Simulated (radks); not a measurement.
Ir LXXVI, configuration [He]. Calculated with a radial shooting solver on a logarithmic mesh with Libxc functionals: Dirac Kohn-Sham, PBE, spin-unpolarised, spherical densities, point nucleus. Some entries of the table are withheld. Estimate them.

orbital,occ.,eigenvalue (eV),r(max) (bohr),<r^2> (bohr^2)
1s1/2,2,-86252.06,(1),(2)
2s1/2,0,(3),(4),0.005723
2p1/2,0,-21573.22,(5),(6)
2p3/2,0,-19696.37,(7),(8)

Answer. 
(1) 1s1/2 r(max) (bohr): 0.01079
(2) 1s1/2 <r^2> (bohr^2): 0.0004144
(3) 2s1/2 eigenvalue (eV): -21722.00
(4) 2s1/2 r(max) (bohr): 0.06043
(5) 2p1/2 r(max) (bohr): 0.04412
(6) 2p1/2 <r^2> (bohr^2): 0.003956
(7) 2p3/2 r(max) (bohr): 0.05076
(8) 2p3/2 <r^2> (bohr^2): 0.004946
